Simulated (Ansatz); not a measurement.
Steps of a relaxation of CH$_{5}$ClFGaSi, SMILES `F[CH]([GaH2])[SiH2]Cl` with RKS PBE0-D4/def2-TZVP.

```sh
$ ansatz run in.yaml --threads 4 --pin off --events-out ev --progress --plain --max-ram 10444MiB
```

```yaml
crystal:
  periodic: [false, false, false]
  atoms:
    - {symbol: F, position_ang: [-1.459853, -0.927583, 0.906061]}
    - {symbol: C, position_ang: [-0.300494, -0.172502, 0.659017]}
    - {symbol: Ga, position_ang: [1.274637, -1.373905, 0.338366]}
    - {symbol: Si, position_ang: [-0.609300, 1.068401, -0.738208]}
    - {symbol: Cl, position_ang: [-2.124829, 2.409749, -0.234690]}
    - {symbol: H, position_ang: [-0.047897, 0.417577, 1.577014]}
    - {symbol: H, position_ang: [2.698913, -0.729994, 0.095237]}
    - {symbol: H, position_ang: [1.024264, -2.930345, 0.359794]}
    - {symbol: H, position_ang: [-1.033757, 0.351145, -1.986195]}
    - {symbol: H, position_ang: [0.661316, 1.836358, -0.973595]}
basis:
  gaussian: {orbitals: def2-TZVP}
hamiltonian: {xc: pbe0, dispersion: d4}
relax: {f_tol: 0.005, max_steps: 150}
```

Positions (Å) and forces (eV/Å) along the path, 9 of 9 steps:

```xyz
10
step=1 energy=-76598.2525 eV
F    -1.460   -0.928    0.906    0.257    0.201    0.020
C    -0.300   -0.173    0.659    0.062    0.345    0.102
Ga    1.275   -1.374    0.338    0.027   -0.087   -0.016
Si   -0.609    1.068   -0.738   -0.151    0.066    0.087
Cl   -2.125    2.410   -0.235    0.412   -0.344   -0.150
H    -0.048    0.418    1.577   -0.233   -0.329   -0.421
H     2.699   -0.730    0.095   -0.193   -0.062    0.034
H     1.024   -2.930    0.360    0.043    0.188   -0.001
H    -1.034    0.351   -1.986    0.084    0.184    0.273
H     0.661    1.836   -0.974   -0.309   -0.162    0.071
10
step=2 energy=-76598.2818 eV
F    -1.448   -0.917    0.912    0.009    0.022    0.011
C    -0.292   -0.169    0.653    0.015    0.133    0.011
Ga    1.270   -1.379    0.336   -0.009    0.012    0.011
Si   -0.609    1.062   -0.735    0.012   -0.013    0.048
Cl   -2.100    2.392   -0.246    0.032   -0.043   -0.002
H    -0.055    0.415    1.563   -0.034   -0.101   -0.147
H     2.677   -0.727    0.097   -0.017   -0.009   -0.001
H     1.030   -2.925    0.359    0.003    0.038   -0.002
H    -1.033    0.363   -1.976    0.042    0.023    0.064
H     0.643    1.834   -0.961   -0.052   -0.061    0.007
10
step=3 energy=-76598.2838 eV
F    -1.454   -0.909    0.916    0.002   -0.007   -0.001
C    -0.296   -0.168    0.649   -0.003    0.025   -0.019
Ga    1.267   -1.373    0.334   -0.014    0.004   -0.006
Si   -0.608    1.061   -0.732    0.011   -0.047    0.022
Cl   -2.100    2.383   -0.240   -0.005    0.010   -0.006
H    -0.054    0.413    1.553    0.009    0.005    0.018
H     2.672   -0.721    0.093    0.002    0.004    0.000
H     1.027   -2.916    0.356    0.003   -0.012    0.002
H    -1.019    0.358   -1.969   -0.010    0.004   -0.015
H     0.647    1.819   -0.957    0.006    0.014    0.004
10
step=4 energy=-76598.2839 eV
F    -1.453   -0.909    0.917   -0.002   -0.002    0.003
C    -0.295   -0.167    0.650   -0.005    0.007   -0.009
Ga    1.265   -1.373    0.332    0.001   -0.002    0.001
Si   -0.607    1.060   -0.731    0.003   -0.007    0.007
Cl   -2.100    2.383   -0.243   -0.005    0.004   -0.002
H    -0.052    0.413    1.554    0.004    0.001    0.003
H     2.670   -0.721    0.092    0.001    0.001   -0.003
H     1.028   -2.917    0.357    0.001   -0.001    0.000
H    -1.020    0.360   -1.971    0.001   -0.001   -0.002
H     0.646    1.821   -0.955    0.003    0.001    0.002
10
step=5 energy=-76598.2840 eV
F    -1.453   -0.906    0.921   -0.004   -0.005    0.002
C    -0.295   -0.166    0.651    0.005    0.006    0.000
Ga    1.264   -1.375    0.331   -0.001    0.000   -0.002
Si   -0.606    1.060   -0.731    0.001   -0.005    0.007
Cl   -2.106    2.377   -0.246   -0.004    0.004   -0.003
H    -0.048    0.414    1.554    0.000    0.000    0.001
H     2.669   -0.724    0.085    0.000    0.000   -0.002
H     1.025   -2.919    0.360    0.000   -0.001    0.001
H    -1.011    0.360   -1.973    0.000    0.001   -0.004
H     0.645    1.827   -0.948    0.002    0.000    0.000
10
step=6 energy=-76598.2840 eV
F    -1.452   -0.902    0.927   -0.003   -0.006    0.002
C    -0.294   -0.165    0.653    0.004    0.006    0.009
Ga    1.261   -1.377    0.329    0.002    0.002   -0.004
Si   -0.605    1.061   -0.728   -0.002    0.003   -0.011
Cl   -2.117    2.369   -0.257    0.006   -0.003    0.002
H    -0.043    0.415    1.556   -0.004   -0.002   -0.001
H     2.665   -0.728    0.069   -0.002   -0.001   -0.001
H     1.021   -2.920    0.365    0.000    0.001    0.001
H    -0.997    0.362   -1.975    0.001   -0.001    0.000
H     0.644    1.835   -0.936   -0.001    0.000    0.002
10
step=7 energy=-76598.2841 eV
F    -1.453   -0.902    0.928   -0.002   -0.003    0.001
C    -0.295   -0.164    0.654    0.004    0.001    0.005
Ga    1.260   -1.377    0.327    0.002    0.001    0.001
Si   -0.604    1.061   -0.728    0.002    0.007    0.000
Cl   -2.119    2.366   -0.258    0.002   -0.003   -0.003
H    -0.043    0.415    1.557   -0.004   -0.002   -0.003
H     2.663   -0.729    0.060   -0.002   -0.001   -0.001
H     1.020   -2.920    0.369    0.000    0.001    0.000
H    -0.990    0.361   -1.976   -0.001    0.002    0.002
H     0.644    1.837   -0.930   -0.001   -0.002   -0.001
10
step=8 energy=-76598.2841 eV
F    -1.453   -0.904    0.928    0.000    0.001    0.000
C    -0.295   -0.164    0.656    0.001   -0.003    0.003
Ga    1.260   -1.376    0.328    0.000    0.000   -0.008
Si   -0.603    1.061   -0.727    0.001    0.003    0.001
Cl   -2.118    2.367   -0.260   -0.001    0.001    0.000
H    -0.045    0.415    1.559   -0.002    0.000   -0.002
H     2.661   -0.728    0.054    0.000   -0.001    0.002
H     1.020   -2.919    0.371    0.001    0.000    0.003
H    -0.989    0.361   -1.976    0.001    0.000    0.002
H     0.646    1.836   -0.928   -0.001   -0.002   -0.001
10
step=9 energy=-76598.2841 eV
F    -1.454   -0.904    0.927    0.000   -0.001   -0.001
C    -0.296   -0.165    0.655    0.001    0.001    0.002
Ga    1.260   -1.376    0.327    0.000    0.001    0.000
Si   -0.603    1.062   -0.727   -0.001    0.001    0.000
Cl   -2.118    2.367   -0.260    0.000    0.000    0.000
H    -0.046    0.414    1.558    0.001   -0.002   -0.002
H     2.661   -0.728    0.052    0.000    0.000    0.000
H     1.022   -2.919    0.374    0.000    0.000    0.001
H    -0.989    0.362   -1.975    0.000    0.000    0.000
H     0.646    1.836   -0.928    0.001    0.000    0.000
```

It took 49 s on 4 threads of an Arm Neoverse V1 on a shared host, with 0.72 GiB of host memory at the peak.
